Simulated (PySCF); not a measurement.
Two-component Hartree-Fock for Sr²⁵⁺ (strontium, charge +25)

Start: [Ne] 3s2 3p1; 3p3/2 filled at m_j = +3/2. Calculated with PySCF 2.14 in an uncontracted even-tempered set (19 s from 3.5 bohr⁻², ratio 2.4; 13 p from 4.5 bohr⁻², ratio 2.4; 5 d from 16 bohr⁻², ratio 2.6; 4 f from 24 bohr⁻², ratio 2.6): generalised Hartree-Fock with the X2C-1e Hamiltonian and a Gaussian nucleus; one run each with spin-orbit coupling (SO) screened by Boettger's factors, then bare. This is a chosen level, not necessarily the ground level.

| spinor shell | electrons | ε, screened SO (eV) | ε, bare SO (eV) | weight of nominal j (bare SO) | rms radius, bare SO (bohr) |
| --- | --- | --- | --- | --- | --- |
| 1s1/2 | 2 | -17388.6 | -17388.5 | 1.000 | 0.0450 |
| 2s1/2 | 2 | -3395.2 | -3395.2 | 1.000 | 0.183 |
| 2p1/2 | 2 | -3192.2 | -3195.0 | 1.000 | 0.160 |
| 3s1/2 | 2 | -1276.6 | -1276.6 | 1.000 | 0.451 |
| 3p3/2 | 1 | -1204.6 | -1204.3 | 1.000 | 0.443 |

Where does 2p3/2 lie, and what is the 2p spin-orbit splitting (bare SO)?

At -3121.1 eV, 73.964 eV above 2p1/2.

```tsv
quantity	screened SO	bare SO
E (hartree)	-2757.25691	-2757.27140
M_J	3/2	3/2
⟨J²⟩	3.751	3.751
⟨L²⟩	2.003	2.003
⟨S²⟩	0.752	0.752
```

Each row is a mean over spinors that exchange with the open shell spreads, by up to 12.798 eV (3s1/2).

Breit and QED terms are absent; they matter most for the inner s and p1/2 levels.

Densities and radii are taken from the X2C orbitals without a picture-change correction, which distorts them close to the nucleus.
